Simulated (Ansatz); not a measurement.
Isomers of Mg4Zn2⁺ (doublet), relaxed with r2SCAN/def2-SVP; total energies from Ansatz at PBE0/def2-TZVP.

```tsv
isomer	description	energy (Eh)
A	point group Cs; 6 × Mg–Zn 2.75 to 2.80 Å; 3 × Mg–Mg 3.02 to 3.24 Å; 1 × Zn–Zn 2.49 Å	-4358.01187
B	point group not assigned; 6 × Mg–Zn 2.69 to 3.05 Å; 5 × Mg–Mg 3.06 to 3.15 Å	-4358.00616
C	point group Cs; 6 × Mg–Zn 2.73 to 2.92 Å; 4 × Mg–Mg 3.04 to 3.20 Å; 1 × Zn–Zn 2.58 Å	-4358.00311
```

The isomers come from a short search, and lower ones may exist.

Work out the relative energies (1 Eh = 2625.5 kJ/mol) and the Boltzmann populations at 1200 K from electronic energies alone (R = 8.314 J/mol/K).

ΔE: A 0.0, B 15.0, C 23.0 kJ/mol. RT = 9.98 kJ/mol. Factors exp(−ΔE/RT): A 1, B 0.222, C 0.0998; sum 1.322. Populations: A 75.7 %, B 16.8 %, C 7.6 %. Zero-point energy, vibrational entropy and symmetry numbers are left out and can shift these; an error of 4 kJ/mol changes a ratio by a factor of 1.5. Over the other density-functional and correlated levels in def2 sets, the gap between A and B ranges from 13 to 25 kJ/mol.
